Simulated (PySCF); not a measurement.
Ionisation energy of Be⁺ by level of theory

Be⁺ [He] 2s1 (2S) → Be²⁺ 1s2 (1S), as a difference of total energies. Calculation: PySCF 2.14, in cc-pVTZ-DK; the spin-free X2C one-electron Hamiltonian (Gaussian nucleus). The calculations carry no spin-orbit coupling.

```csv
method,ionisation energy (eV)
UHF,18.128
B3LYP,18.620
MN15,18.017
```

For comparison: 18.211 eV (measured; NIST Atomic Spectra Database, ionization energies).
